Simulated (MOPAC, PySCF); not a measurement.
H$_{2}$B$_{3}$N, SMILES `B1=BB1N` (H–N–B–B torsion 90°), neutral singlet in the gas phase. 

Cartesian coordinates (Å):
SMILES: NB1B=B1
```xyz
6

N     -0.9977     0.0331    -0.0165
B      0.3917    -0.0130     0.0065
B      1.8197    -0.6982     0.4277
B      1.8750     0.5758    -0.3667
H     -1.5473    -0.3953    -0.7424
H     -1.5414     0.4976     0.6914
```
Charge 0, multiplicity 1.

All levels are single points at this geometry (B3LYP-D3(BJ)/def2-TZVP); Pople sets use spherical d functions. Orbital energies aren't observables, and empty levels follow the basis.

AM1 in MOPAC gives gap (eV) = 7.10.

**Question.** Estimate the gap (eV) from each of these levels: PBE-D3(BJ)/def2-TZVP in PySCF; ωB97X-D3(BJ)/def2-TZVP in PySCF; B3LYP/6-311+G** in PySCF; B3LYP/6-31G* in PySCF; BP86/6-31G* in PySCF; M06-2X/6-31G* in PySCF; PBE/6-31G* in PySCF; SVWN5/6-31G* in PySCF; HF/3-21G in PySCF; HF/6-31G* in PySCF; HF/STO-3G in PySCF; PM7 in MOPAC.

**Answer.** 
```
level                            gap (eV)
-------------------------------  --------
PBE-D3(BJ)/def2-TZVP in PySCF        1.39
ωB97X-D3(BJ)/def2-TZVP in PySCF      7.57
B3LYP/6-311+G** in PySCF             2.78
B3LYP/6-31G* in PySCF                2.93
BP86/6-31G* in PySCF                 1.46
M06-2X/6-31G* in PySCF               5.32
PBE/6-31G* in PySCF                  1.47
SVWN5/6-31G* in PySCF                1.45
HF/3-21G in PySCF                    8.84
HF/6-31G* in PySCF                   9.05
HF/STO-3G in PySCF                  10.59
PM7 in MOPAC                         6.98
```
